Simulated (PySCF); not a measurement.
# What settings do to a single point of [ReO3(H2O)2]+

The sound run of [ReO3(H2O)2]+ (singlet) uses PySCF 2.14.0, RKS PBE0, Re def2-SVP with ECP60, O def2-SVP, H def2-SVP; non-relativistic Hamiltonian with scalar-relativistic core potentials where named; density fitting; no spin-orbit coupling, grid (50, 194), threshold 1e-8 Eh and 55 cycles, at the relaxed geometry:

```xyz
10

Re    0.0316    0.1601    0.0880
O     0.4629   -0.1581    1.6834
O     1.3756   -0.1065   -0.8887
O    -0.2854    1.8109    0.0063
O    -1.9607   -0.1316   -0.6060
H    -2.3626   -0.9986   -0.7842
H    -2.5752    0.5980   -0.8011
O    -0.3961   -2.1004   -0.1279
H    -0.3521   -2.6128    0.6975
H     0.1809   -2.5643   -0.7587
```

There Re1 has a Mulliken charge of 1.29 e and the dipole about the centre of mass is 9.76 D. Each run below changes one thing and starts from free metal ions and neutral atoms unless it says otherwise; with 55 cycles, smearing, a level shift and second-order steps follow where DIIS fails, and their cycles count. Energy shifts count from the sound run.

```tsv
change	outcome	cycles	energy shift (eV)	largest force component (eV/Å)	charge on Re1 (e)	dipole about the centre of mass (D)
start from the bare core Hamiltonian, limit 88 cycles	converged	17	0.0000	0.02	1.29	9.76
cycle limit 8	not converged	8	–	–	–	–
grid (40, 110)	converged	12	-0.0098	0.06	1.29	9.76
```

Q: How does the run with this change end: threshold 1e-05?

A: outcome converged, cycles 9, energy shift (eV) 0.0003, largest force component (eV/Å) 0.06, charge on Re1 (e) 1.30, dipole about the centre of mass (D) 9.77.

Forces carry noise of the integration grid, about 0.01 to 0.03 eV/Å.
